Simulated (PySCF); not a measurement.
AsSb3SeSeSe nortricyclane, AsSb₃Se₃.
Geometry (PBE0-D3(BJ)/def2-SVP, Å), atoms numbered from 1 in this order:
```
atom  x, y, z in Å
As1   -0.5013   -0.2768    1.8682
Se2   -1.9866    1.0030    0.5517
Sb3   -0.9482    1.0760   -1.7748
Sb4    0.4052   -1.4452   -1.7534
Se5   -0.2430   -2.2381    0.5800
Sb6    1.8140    0.9440   -1.0376
Se7    1.5517    0.8352    1.4975
```

Method used: PBE0-D3(BJ)/def2-SVP geometry optimisation, gas phase, def2 core potentials past Kr in PySCF.

**Question.** Which atoms are bound to Sb3, and at what distances?

**Answer.** 3 atoms: Se2 2.549 Å, Sb4 2.862 Å, Sb6 2.862 Å. The nearest atom not counted as bound is As1, at 3.91 Å.

**Question.** List the angles at Sb3.

**Answer.** 
```json
{"angle": "Se2–Sb3–Sb4", "degrees": "99.2", "distance of the outer atoms (Å)": "4.13"}
{"angle": "Se2–Sb3–Sb6", "degrees": "99.0", "distance of the outer atoms (Å)": "4.12"}
{"angle": "Sb4–Sb3–Sb6", "degrees": "60.1", "distance of the outer atoms (Å)": "2.86"}
```

**Question.** What is the shape at Sb3?

**Answer.** Pyramidal: angles 99.2°, 99.0° and 60.1°, sum 258.3°, 1.61 Å off the plane of its three neighbours. Some of the bound atoms are bonded to each other. Differences among atoms that C3v makes equivalent are scatter left by the optimiser.

**Question.** What are the other bond lengths?

**Answer.** As1–Se2, As1–Se5, As1–Se7 2.362 Å.

**Question.** Give some angles away from the centre.

**Answer.** Se2–As1–Se5 102.4°, As1–Se2–Sb3 105.6°.

**Question.** What are the rotational constants (commonest isotopes, rigid rotor)?

**Answer.** A = 244.2, B = 213.1, C = 212.7 MHz: a prolate symmetric top.

Point group: C3v (tolerance 0.08 Å). Charge 0, singlet. Not checked by PBE0-D3(BJ)/def2-SVP frequencies.

One conformer stands for the species.
